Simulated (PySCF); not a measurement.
Gas-phase reaction: 3 SnO₂ = 3 SnO + O₃

Energies from PySCF, thermal terms from the rigid-rotor harmonic-oscillator model, ideal gas at 1 bar. † marks an energy on the PBE0/def2-TZVP geometry and frequencies; other levels use their own. All species are closed-shell singlets. Sn: scalar-relativistic def2 core potential, no spin-orbit coupling. SnO₂: computed as isolated molecules; such fragments, hydroxides, amides, oligomers or adducts are transient or little studied in the gas. Strong static correlation: O₃.

PBE0/def2-TZVP gives ΔH°(298 K) = 118 kJ.

Problem. What do ωB97X-V/def2-TZVP†, BLYP/def2-TZVP†, PBE/def2-SVP give?

Solution. ωB97X-V/def2-TZVP†: 122 kJ; BLYP/def2-TZVP†: 95 kJ; PBE/def2-SVP: 0 kJ. For scale, ΔH°(298 K) is 118 kJ at this level, 107 kJ at ωB97M-V/def2-TZVP†, and runs from -20 to 185 kJ over the 18 levels computed († marks an energy on the PBE0/def2-TZVP geometry).
